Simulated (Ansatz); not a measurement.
`C[BH][GaH2]` + `BCCN` → `BCCBC` + `[NH2][GaH2]`  (redistribution)

Gas-phase electronic energies from Ansatz, PBE0-D4/def2-TZVP geometries. CCSD(T)/CBS is the MP2 limit (def2-TZVPP, def2-QZVPP) plus CCSD(T) − MP2 in def2-TZVPP, frozen cores. Functionals use def2-TZVPP. For Ga outer-core shells are correlated without core-valence functions, which leaves a few kJ/mol of doubt a bond. Scalar relativity is left out up to krypton. One conformer a species, not always the lowest.

CCSD(T)/CBS gives -148.2 kJ/mol.

Task: Another level gave -141.0 kJ/mol. Which?
A. MP2/def2-TZVPP
B. PBE0/def2-TZVPP
C. BHLYP/def2-TZVPP
D. PBE-QIDH/def2-TZVPP

Result: C. BHLYP -141.0, PBE0 -135.8, PBE-QIDH -146.3, MP2/def2-TZVPP -158.3 kJ/mol.

Largest T1 diagnostic among the species: 0.014.

Leaving LDA and LC-ωPBE aside and taking each functional with its dispersion term where it has one, the values, not all of them listed here, spread over 12.8 kJ/mol, from r2SCAN-D4 to revPBE-D4. LDA lies −10.8 kJ/mol from PBE without D4. From BLYP to BHLYP (50 % exact exchange), in def2-TZVPP and without D4, ΔE moves by −4.5 kJ/mol. At CCSD(T), def2-SVP lies +4.5 kJ/mol from the extrapolated value and def2-TZVPP +1.8 kJ/mol.
